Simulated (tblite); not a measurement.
C5H9FN2Si.
Atom-mapped SMILES: `[CH3:1][C@H:2]([NH:3][SiH3:4])/[C:5]([C:6]#[N:7])=[CH:8]/[F:9]` (hydrogens: H10, H11, H12 on C1; H13 on C2; H14 on N3; H15, H16, H17 on Si4; H18 on C8)

Structure used (GFN2-xTB), in Å, numbered top down from 1:
```
atom  x, y, z in Å
C1    -0.6337    1.8893   -0.2792
C2    -0.0303    0.5790    0.2365
N3     1.0732    0.1717   -0.5802
Si4    2.4023   -0.7711   -0.0238
C5    -1.1384   -0.4636    0.3418
C6    -2.1475   -0.1792    1.2882
N7    -2.9442    0.0863    2.0683
C8    -1.1734   -1.5617   -0.4085
F9    -2.1496   -2.4692   -0.3259
H10   -1.0403    1.7461   -1.2791
H11   -1.4308    2.2291    0.3775
H12    0.1397    2.6516   -0.3232
H13    0.3557    0.7401    1.2505
H14    0.8495    0.1893   -1.5631
H15    2.0498   -2.1541    0.3332
H16    3.3255   -0.7560   -1.1533
H17    2.9076   -0.0913    1.1674
H18   -0.4239   -1.8299   -1.1387
```

Calculated harmonic vibrations of the isolated species, GFN2-xTB (tblite), most abundant isotopes, no scaling. The method is semi-empirical: single wavenumbers can be off by several per cent or more. Modes of hydrogen on silicon can be 10 to 20 % off. One conformer, not necessarily the lowest.

Harmonic wavenumbers (cm⁻¹): 31.1, 67.1, 101.1, 125.8, 151.2, 174.8, 206.6, 246.0, 267.9, 325.9, 357.4, 428.8, 445.6, 489.3, 582.0, 588.7, 607.6, 648.2, 741.3, 795.3, 803.7, 809.6, 826.4, 849.5, 991.0, 1029.2, 1073.3, 1128.0, 1147.5, 1187.3, 1246.5, 1265.7, 1288.4, 1380.4, 1400.4, 1484.2, 1490.2, 1681.8, 2184.6, 2272.5, 2297.1, 2369.3, 2914.8, 3024.8, 3043.3, 3048.7, 3084.3, 3454.9.

A = 1792, B = 874.1, C = 690.8 MHz; mass 144.052 u (most abundant isotopes); point group C1, symmetry number 1.

Problem. Zero-point energy?

Solution. ½Σν̃ = 28080 cm⁻¹ = 335.91 kJ/mol.

Problem. What is S at 298.15 K and 1 bar for an ideal gas of classical rigid rotors and harmonic oscillators?

Solution. Translation 170.84, rotation 125.83, vibration 147.48: S = 444.2 J/(mol K).

Problem. And Cp and H(298.15 K) − H(0)?

Solution. Cp = 178.83 J/(mol K), of which vibrations give 145.57 (their classical limit is 48 R = 399.1); H(298.15 K) − H(0) = 32.72 kJ/mol without the zero-point energy, 22.80 from vibrations.

Problem. What must be added to the electronic energy to get the Gibbs energy at 298.15 K and 1 bar?

Solution. ZPE + [H(298.15 K) − H(0)] − T·S = 335.91 + 32.72 − 132.43 = 236.20 kJ/mol.

Problem. How do the functions run with temperature in this model?

Solution. 
| T (K) | S (J/(mol K)) | Cp (J/(mol K)) | H − H(0) (kJ/mol) | G − H(0) (kJ/mol) | ln q(vib) |
| --- | --- | --- | --- | --- | --- |
| 50 | 254.9 | 59.5 | 2.22 | -10.53 | 0.79 |
| 100 | 305.4 | 88.4 | 5.94 | -24.60 | 2.27 |
| 373.15 | 487.5 | 207.7 | 47.24 | -134.66 | 10.82 |
| 500 | 554.1 | 248.1 | 76.26 | -200.81 | 14.55 |
| 750 | 666.0 | 303.3 | 145.71 | -353.80 | 21.37 |
| 1000 | 758.5 | 338.9 | 226.30 | -532.21 | 27.49 |

q(vib) and H(0) count from the zero-point level.

Hindered rotation and anharmonicity are outside this model. Other conformers, if any are populated, would add a mixing term that is left out. The structure is chiral; the term R ln 2 for an equal mix with its mirror image is left out.

Time: 0.43 s of wall time. Hardware: AMD EPYC 9R45, one thread, shared host with 96 logical CPUs at a one-minute load of 13. The figure is for the frequency step alone.
